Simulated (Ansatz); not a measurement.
Program: Ansatz. Geometries: PBE0-D4/def2-TZVP. ΔE: electronic, gas phase. CCSD(T)/CBS is the MP2 limit (def2-TZVPP, def2-QZVPP) plus CCSD(T) − MP2 in def2-TZVPP, frozen cores. This one scheme is used for every species. DFT in def2-TZVPP. B3LYP here is the variant with VWN-RPA as its local correlation; programs differ in this. For Se outer-core shells are correlated without core-valence functions, which leaves a few kJ/mol of doubt a bond. Scalar relativity is left out up to krypton. Each species was taken in one conformer, which may not be the lowest.

`C[Se][SiH](F)Cl` + `CO[SiH2]N` → `CO[SiH2][Se]C` + `N[SiH](F)Cl`  (redistribution)

Problem. Is it downhill or uphill in electronic energy at CCSD(T)/CBS, and by how much? (Best estimate.)

Solution. Computed: Downhill: ΔE = -3.4 kcal/mol.

Problem. What do these levels give: r2SCAN-D4, B3LYP-D4, ωB97X-V, PBE0, HF/def2-TZVPP, MP2/CBS(def2)? (Best estimate.)

Solution. Ansatz gave: r2SCAN-D4 -3.4, B3LYP-D4 -3.2, ωB97X-V -3.5, PBE0 -3.3, HF/def2-TZVPP -3.7, MP2/CBS(def2) -3.3 kcal/mol.

Largest T1 diagnostic among the species: 0.011.
